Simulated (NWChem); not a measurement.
Molecule: GeBrF, singlet; SMILES [F][Ge][Br]

```xyz
3

Ge     0.4016     0.9880     0.0000
F     -1.2509     1.6293     0.0000
Br    -0.0572    -1.3369     0.0000
```
Atoms are numbered in this order, from 1.

Level: PBE-D3(BJ)/def2-SVP (NWChem), optimised geometry, unscaled harmonic frequencies. Low-valent species are run as closed-shell singlets; no triplet was tried in these runs. This build's default masses of Se (78.918 u) and Br (79.917 u) are each other's, which moves their modes by up to 0.6 %.

| frequency (cm⁻¹) | IR intensity (km/mol) |
|---|---|
| 165 | 1.6 |
| 285 | 49.2 |
| 659 | 73.0 |

The zero-point energy is 1.6 kcal/mol, the thermal correction to the enthalpy at 298.15 K (with zero-point energy) is 4.7 kcal/mol and the heat capacity Cv comes out as 10.5 cal/(mol K). The entropy at 298.15 K and 1 atm (symmetry number 1) is 72.2 cal/(mol K). The dipole moment comes out as 1.96 D.

Rigid rotor and harmonic oscillator.
